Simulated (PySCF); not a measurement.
**Pb (lead, neutral) across methods**

[Xe] 4f14 5d10 6s1 6p2 7s1, high-spin 5P determinant (an excited configuration). Calculation: PySCF 2.14, in aug-cc-pwCVTZ-PP with ECP60MDF; a scalar-relativistic core potential.

```tsv
method	E (hartree)	mean ε 6s α (eV)	mean ε 6p α (eV)	mean ε 7s α (eV)	Σ⟨r²⟩ (bohr²)	⟨S²⟩
TPSSh	-192.3526	-17.185	-7.507	-2.003	97.45	6.002
UHF	-191.48226	-21.972	-10.695	-3.007	99.47	6.006
PBE	-192.4380	-16.497	-7.053	-1.925	96.75	6.002
LDA	-192.1283	-16.748	-7.160	-2.023	96.00	6.001
wB97M-V	-192.3507	-20.592	-10.197	-3.184	97.12	6.003
r2SCAN	-192.5042	-17.201	-7.497	-1.922	97.26	6.005
PBE0	-192.4197	-18.082	-8.091	-2.268	97.19	6.002
B97-3	-192.4474	-18.012	-7.974	-2.236	97.68	6.002
r2SCANh	-192.4848	-17.769	-7.863	-2.055	97.23	6.005
```

Energies and moments cover only the electrons outside the core potential. Spin-orbit coupling is strong in this species (close to jj coupling), so the high-spin LS determinant is a model state, not a physical level. The outer electron is Rydberg-like, and this basis confines it to a smaller radius and binds it less than a complete one would.
